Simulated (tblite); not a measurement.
Compound: C3H7ClO3Si.
Cartesian coordinates in Å at the GFN2-xTB level; atoms count from 1:
```
atom  x, y, z in Å
C1    -2.8641   -0.2499   -0.7000
O2    -1.9824    0.2133    0.3215
C3    -0.6839    0.1226    0.1038
O4    -0.1819   -0.3397   -0.9005
O5    -0.0171    0.5943    1.1215
C6     1.4120    0.5497    1.0258
Si7    2.0986   -0.2364   -0.5922
Cl8    4.1027   -0.0683   -0.1659
H9    -3.5920   -0.9062   -0.2254
H10   -2.3082   -0.7868   -1.4690
H11   -3.3698    0.6121   -1.1363
H12    1.7582    1.5806    1.1353
H13    1.7574   -0.0002    1.9046
H14    1.9527    0.5991   -1.7738
H15    1.9133   -1.6763   -0.6826
```

Level: GFN2-xTB in tblite, geometry and Hessian alike; calculated harmonic values, unscaled, isolated species. The method is semi-empirical: single wavenumbers can be off by several per cent or more. Modes of hydrogen on silicon can be 10 to 20 % off. One conformer, not necessarily the lowest. The optimisation stopped once no atom felt more than 0.01 eV/Å.

Lowest wavenumbers of the output (negative numbers stand for imaginary wavenumbers):
```
mode    cm-1
  1     -58.5
  2      39.2
  3     106.9
  4     109.4
  5     148.3
  6     160.2
  7     199.3
  8     270.7
  9     379.3
 10     452.0
 11     453.4
 12     527.6
 13     661.6
 14     689.5
 15     710.8
```

Is this structure a minimum?

Not by this Hessian. 1 mode is imaginary beyond 20i (58i cm⁻¹), so at this level the point lies at or near a first-order saddle. The curvature is small, so loose convergence or finite differences may be the whole cause.

Which atoms move in the imaginary mode?

58i: H11 (methyl hydrogen) 34 %, H9 (methyl hydrogen) 31 %, H10 (methyl hydrogen) 30 %. These are shares of the mass-weighted motion.

What is the remedy?

Step along that mode in both directions, optimise again with tighter thresholds and repeat the frequencies. The zero-point energy of this point (63.1 kcal/mol) counts the 38 real modes alone, and thermal corrections from it aren't those of a minimum.

On an Arm Neoverse N1 with one thread, on a shared host, this took 0.95 s of wall time. The figure is for the frequency step alone.
